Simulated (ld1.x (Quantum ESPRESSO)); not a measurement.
**u(r) = r·R(r): atom against pseudo-atom (nitrogen (N))**

Columns: radius, all-electron u(r) and pseudo u(r) of the 2s shell (level -18.89 eV) of nitrogen in the configuration [He] 2s1.5 2p3.5; BP86, non-relativistic, TM scheme, ld1.x (Quantum ESPRESSO) 7.5.

| r (bohr) | all-electron | pseudo |
| --- | --- | --- |
| 0.113 | 0.3879 | -0.0930 |
| 0.225 | 0.2391 | -0.1923 |
| 0.338 | -0.0517 | -0.3063 |
| 0.450 | -0.3331 | -0.4365 |
| 0.563 | -0.5613 | -0.5800 |
| 0.675 | -0.7231 | -0.7158 |
| 0.788 | -0.8261 | -0.8208 |
| 0.900 | -0.8791 | -0.8784 |
| 1.013 | -0.8945 | -0.8945 |
| 1.125 | -0.8823 | -0.8823 |
| 1.238 | -0.8509 | -0.8509 |
| 1.350 | -0.8074 | -0.8074 |
| 1.463 | -0.7561 | -0.7561 |
| 1.575 | -0.7015 | -0.7015 |
| 1.688 | -0.6453 | -0.6453 |
| 1.800 | -0.5904 | -0.5904 |
| 1.913 | -0.5369 | -0.5369 |
| 2.025 | -0.4865 | -0.4865 |
| 2.138 | -0.4390 | -0.4390 |
| 2.250 | -0.3952 | -0.3952 |
| 2.363 | -0.3545 | -0.3545 |
| 2.475 | -0.3175 | -0.3175 |
| 2.588 | -0.2836 | -0.2836 |
| 2.700 | -0.2531 | -0.2531 |
| 2.813 | -0.2253 | -0.2253 |
| 2.925 | -0.2005 | -0.2005 |

Task: How many radial nodes do the two functions have?

Result: The all-electron 2s function has n − l − 1 = 1; the pseudo-wave has 0, since the states of the same l below it are removed with the core.

Task: At about which radius was the pseudo-wave matched?

Result: 1.05 bohr, where the columns begin to agree (steps of 0.11 bohr).

Task: Where does each function peak?

Result: Outermost all-electron maximum near 1.01 bohr, pseudo maximum near 1.01 bohr (to the table’s step).

Task: Is the pseudo-wave norm-conserving?

Result: Yes: the TM scheme keeps the norm inside the radius equal to the all-electron one, which fixes the energy derivative of the logarithmic derivative at the level.
